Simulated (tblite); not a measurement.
C₃H₅FN₂Si.
Geometry (GFN2-xTB, Å), atoms numbered from 1 in this order:
```xyz
12
C3H5FN2Si angstrom
N      0.1067    2.5069    1.0269
C      0.3308    1.4751    0.5829
C      0.5339    0.1651    0.0390
C      1.9720   -0.2612   -0.1440
F      2.8125    0.8102   -0.2614
N     -0.4007   -0.6218   -0.2489
Si    -2.1235   -0.5570   -0.1729
H      2.2976   -0.8350    0.7339
H      2.0750   -0.8756   -1.0442
H     -2.4110   -1.7017    0.6862
H     -2.7199    0.6722    0.3496
H     -2.4721   -0.7780   -1.5730
```

Computed with GFN2-xTB (tblite): harmonic, unscaled wavenumbers at the GFN2-xTB geometry, gas phase. The method is semi-empirical: single wavenumbers can be off by several per cent or more. Modes of hydrogen on silicon can be 10 to 20 % off. One conformer, not necessarily the lowest.

Harmonic wavenumbers (cm⁻¹): 34.6, 98.6, 112.4, 129.3, 158.0, 244.1, 309.2, 373.4, 516.2, 554.2, 614.1, 655.3, 698.7, 743.7, 791.6, 792.9, 882.3, 934.2, 1068.3, 1153.0, 1178.9, 1286.5, 1403.4, 1716.9, 2264.4, 2294.7, 2296.4, 2363.7, 2913.2, 2956.5.

A = 3728, B = 1305, C = 991.8 MHz; mass 116.021 u (most abundant isotopes); point group C1, symmetry number 1.

**Question.** What is the zero-point energy?

**Answer.** Half the sum of the wavenumbers: 15769 cm⁻¹ = 188.64 kJ/mol.

**Question.** What is S at 350 K and 1 bar for an ideal gas of classical rigid rotors and harmonic oscillators?

**Answer.** Translation 171.48, rotation 121.62, vibration 123.41: S = 416.5 J/(mol K).

**Question.** And Cp and H(350 K) − H(0)?

**Answer.** Cp = 146.32 J/(mol K), of which vibrations give 113.06 (their classical limit is 30 R = 249.4); H(350 K) − H(0) = 33.22 kJ/mol without the zero-point energy, 21.58 from vibrations.

**Question.** How do the functions run with temperature in this model?

**Answer.** 
```csv
T (K),S (J/(mol K)),Cp (J/(mol K)),H − H(0) (kJ/mol),G − H(0) (kJ/mol),ln q(vib)
50,242.0,54.3,2.10,-10.00,0.60
100,286.2,74.0,5.34,-23.28,1.76
298.15,394.1,133.1,25.97,-91.54,6.32
373.15,426.1,151.7,36.67,-122.31,7.92
500,474.1,176.7,57.57,-179.48,10.49
750,552.6,210.2,106.27,-308.20,15.12
1000,616.2,231.5,161.67,-454.56,19.22
```

q(vib) and H(0) count from the zero-point level.

**Question.** Which modes carry the vibrational entropy at 350 K?

**Answer.** 34.6 cm⁻¹: 24.54; 98.6 cm⁻¹: 15.88; 112.4 cm⁻¹: 14.81; 129.3 cm⁻¹: 13.67; 158.0 cm⁻¹: 12.05; 244.1 cm⁻¹: 8.63 J/(mol K); the other 24 give 33.85 together.

**Question.** What must be added to the electronic energy to get the Gibbs energy at 350 K and 1 bar?

**Answer.** ZPE + [H(350 K) − H(0)] − T·S = 188.64 + 33.22 − 145.78 = 76.08 kJ/mol.

Hindered rotation and anharmonicity are outside this model. Other conformers, if any are populated, would add a mixing term that is left out. The structure is chiral; the term R ln 2 for an equal mix with its mirror image is left out.
